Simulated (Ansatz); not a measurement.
The molecule SbAs, closed-shell singlet (lowest of 2S+1 = 1, 3, 5 at CCSD(T)/def2-TZVPP on PBE0 minima; our sources give no spin for the ground state, which may be another). No spin–orbit coupling. As is treated without relativity.

Constants: fifth-degree fit in 1/R to seven points, most abundant isotopes. In def2 and cc sets the state is the lowest found near the PBE0 minimum, followed along R. The singlet is held restricted. HF and MP2 rows in def2 and cc sets belong to the determinant that coupled cluster picked by its CCSD energy.

Correlated levels freeze the inner cores; with def2 sets outer-core shells near the valence are correlated too. CBS(a, b) extrapolates the correlation energy as X⁻³ and adds the Hartree–Fock energy of set b.

Programs: Ansatz (Gaussian basis) for Hartree–Fock, density functionals and correlated methods. Values without a source in brackets are computed. In def2 rows elements past Kr take small-core potentials, without spin–orbit coupling.

Question: What bond length and harmonic frequency does HF/def2-QZVPP give?

Answer: r_e = 2.247 Å, ω_e = 414 cm⁻¹.

Question: What bond length and harmonic frequency does SCS-MP2/def2-TZVPP give?

Answer: r_e = 2.320 Å, ω_e = 330 cm⁻¹.

Question: What bond length and harmonic frequency does CCSD(T)/CBS(def2-TZVPP, def2-QZVPP) give?

Answer: r_e = 2.291 Å, ω_e = 356 cm⁻¹.

Doubts at one or more of the structures used: a restricted determinant that unrestricted orbitals would lower (HF/def2-QZVPP, SCS-MP2/def2-TZVPP, CCSD(T)/CBS(def2-TZVPP, def2-QZVPP)).

Ansatz is a first-principles code.
